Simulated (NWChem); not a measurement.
Species: C$_{3}$H$_{7}$NSi; SMILES C=C=CN[SiH3]

```xyz
12

C     -0.8006    -2.4417    -0.0006
C      0.1484    -1.5387    -0.0001
C      1.1177    -0.6440     0.0000
N      0.9666     0.7398    -0.0011
Si    -0.5580     1.5933    -0.0013
H     -1.2199    -2.8409    -0.9337
H     -1.2209    -2.8410     0.9320
H      2.1541    -1.0043     0.0006
H      1.8316     1.2626     0.0032
H     -1.3749     1.2753     1.2091
H     -0.1928     3.0404    -0.0029
H     -1.3750     1.2718    -1.2105
```
Atoms are numbered in this order, from 1.

All runs: NWChem. Pople sets run with spherical d functions. STO-3G and 3-21G are far too small for this property and stand as cheap habits. All runs use the structure optimised with PBE0/def2-SVP. No frequency run checked for a minimum. GIAO values for the isolated, static molecule; σ is the absolute isotropic shielding, δ = σ(reference) − σ with the isolated reference molecule computed at the same levels (13C: tetramethylsilane, 1H: tetramethylsilane, 15N: ammonia, 29Si: tetramethylsilane).

```json
[
 {"level": "PBE0/pcSseg-1", "δ C3 (ppm)": "109.8", "δ N4 (ppm)": "35.7", "δ Si5 (ppm)": "-58.2", "δ H6 (ppm)": "5.80", "δ H8 (ppm)": "6.39", "δ H9 (ppm)": "1.15", "δ H10 (rotor mean) (ppm)": "4.54"},
 {"level": "B3LYP/6-311G**", "δ C3 (ppm)": "…", "δ N4 (ppm)": "…", "δ Si5 (ppm)": "…", "δ H6 (ppm)": "…", "δ H8 (ppm)": "6.39", "δ H9 (ppm)": "1.12", "δ H10 (rotor mean) (ppm)": "4.72"},
 {"level": "B3LYP/6-31G*", "δ C3 (ppm)": "98.1", "δ N4 (ppm)": "25.3", "δ Si5 (ppm)": "-32.7", "δ H6 (ppm)": "5.25", "δ H8 (ppm)": "5.84", "δ H9 (ppm)": "0.56", "δ H10 (rotor mean) (ppm)": "4.71"},
 {"level": "Hartree-Fock/STO-3G", "δ C3 (ppm)": "103.7", "δ N4 (ppm)": "-30.8", "δ Si5 (ppm)": "-46.2", "δ H6 (ppm)": "4.73", "δ H8 (ppm)": "5.23", "δ H9 (ppm)": "-0.74", "δ H10 (rotor mean) (ppm)": "2.00"}
]
```

Task: Fill in the missing entries.

Result: 
- B3LYP/6-311G**, δ C3 (ppm): 109.0
- B3LYP/6-311G**, δ N4 (ppm): 42.2
- B3LYP/6-311G**, δ Si5 (ppm): -59.9
- B3LYP/6-311G**, δ H6 (ppm): 5.62
